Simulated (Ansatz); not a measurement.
Si20AsH28. Total charge 0; doublet. Geometry PBE-D4/def2-SVP, that of the charge -1 singlet; atoms count from 1.

```
atom   x (Å)   y (Å)   z (Å)
 As1   2.948  -0.213  -3.520
 Si2  -0.491  -2.765  -2.377
 Si3  -0.536   1.581  -3.918
 Si4   2.151   3.172  -1.698
 Si5   1.291  -0.358  -0.467
 Si6   2.084   2.896   2.067
 Si7  -1.064   2.307  -0.071
 Si8   1.446  -0.472   3.656
 Si9  -2.171  -1.186  -1.860
Si10  -2.556  -4.211   0.226
Si11  -1.792  -0.878   1.932
Si12   0.910  -3.486   1.378
Si13  -1.236   2.354   3.791
Si14   1.777   1.890  -3.632
Si15  -0.309  -4.205  -0.507
Si16  -1.805   1.132  -1.982
Si17   1.247   1.939   0.089
Si18   0.516  -1.184   1.613
Si19   1.062   1.842   3.905
Si20  -2.168   1.444   1.828
Si21  -3.029  -1.901   0.220
 H22   3.996   0.293  -4.556
 H23   3.849   0.265  -2.365
 H24   0.777  -2.284  -3.020
 H25  -1.171  -3.683  -3.389
 H26  -0.796   0.497  -4.944
 H27  -1.063   2.866  -4.528
 H28   3.644   3.372  -1.545
 H29   1.544   4.551  -1.856
 H30   2.760  -0.675  -0.141
 H31   3.580   2.684   2.146
 H32   1.859   4.393   2.149
 H33  -1.478   3.755  -0.244
 H34   2.943  -0.691   3.678
 H35   0.883  -1.209   4.855
 H36  -3.293  -1.440  -2.856
 H37  -3.462  -4.957  -0.728
 H38  -2.720  -4.841   1.590
 H39  -2.256  -1.395   3.279
 H40   2.388  -3.733   1.168
 H41   0.487  -4.349   2.549
 H42  -1.410   3.857   3.838
 H43  -1.961   1.800   4.999
 H44   2.259   2.620  -4.871
 H45   0.109  -5.591  -0.954
 H46  -3.195   1.668  -2.294
 H47   1.605   2.359   5.223
 H48  -3.649   1.761   1.785
 H49  -4.504  -1.588   0.357
```

Single mean-field runs in def2-SVP are fitted with def2-universal-jkfit.

Estimate the Mulliken populations of the heavy atoms from the PBE0/def2-SVP orbitals of Ansatz.


```csv
atom,charge (e),spin (α − β)
As1,-0.07,-0.01
Si2,-0.01,-0.01
Si3,0.13,0.00
Si4,0.16,0.00
Si5,0.03,0.80
Si6,0.18,0.04
Si7,0.02,-0.01
Si8,0.18,0.05
Si9,-0.05,0.00
Si10,0.11,0.00
Si11,-0.01,0.00
Si12,0.17,0.00
Si13,0.13,0.00
Si14,-0.04,0.00
Si15,-0.09,0.00
Si16,-0.08,0.00
Si17,-0.31,0.03
Si18,-0.31,0.02
Si19,-0.13,0.00
Si20,-0.04,0.00
Si21,-0.04,0.00
```
Mulliken values depend strongly on the basis.

Where does the spin sit?

Summed by element: As -0.01, Si 0.92, H 0.09, of 1 unpaired in all. Largest on single atoms: Si5 0.80, Si8 0.05, Si6 0.04.

And the Mayer bond orders between heavy atoms (over 0.3)?

As1–Si14 0.96 (2.41 Å); Si2–Si9 0.92 (2.36 Å); Si2–Si15 0.93 (2.37 Å); Si3–Si14 0.93 (2.35 Å); Si3–Si16 0.93 (2.36 Å); Si4–Si14 0.94 (2.35 Å); Si4–Si17 0.92 (2.35 Å); Si5–Si17 0.94 (2.36 Å); Si5–Si18 0.95 (2.37 Å); Si6–Si17 0.90 (2.35 Å); Si6–Si19 0.94 (2.35 Å); Si7–Si16 0.92 (2.36 Å); Si7–Si17 0.90 (2.35 Å); Si7–Si20 0.92 (2.36 Å); Si8–Si18 0.89 (2.36 Å); Si8–Si19 0.94 (2.36 Å); Si9–Si16 0.94 (2.35 Å); Si9–Si21 0.93 (2.36 Å); Si10–Si15 0.92 (2.36 Å); Si10–Si21 0.93 (2.36 Å); Si11–Si18 0.90 (2.35 Å); Si11–Si20 0.92 (2.35 Å); Si11–Si21 0.92 (2.35 Å); Si12–Si15 0.93 (2.36 Å); Si12–Si18 0.92 (2.35 Å); Si13–Si19 0.93 (2.36 Å); Si13–Si20 0.94 (2.36 Å).
